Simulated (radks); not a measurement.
The numbers below are computed, except where a source is named.
Question: F-, 10 electrons, occupied as [Ne]. Code: a radial shooting solver on a logarithmic mesh with Libxc functionals. Model: non-relativistic Kohn-Sham, LB94 model potential, spin-unpolarised, spherical densities, point nucleus; Watson sphere of charge +0.81 and radius 1.61 bohr. Some entries of the table are withheld. Estimate them.

| orbital | occ. | eigenvalue (eV) | r(max) (bohr) | <r> (bohr) |
|---|---|---|---|---|
| 1s | 2 | (1) | (2) | 0.1755 |
| 2s | 2 | -32.2093 | 0.7789 | 1.042 |
| 2p | 6 | -14.2668 | 0.7204 | 1.170 |

Answer: 
(1) 1s eigenvalue (eV): -683.3998
(2) 1s r(max) (bohr): 0.1148
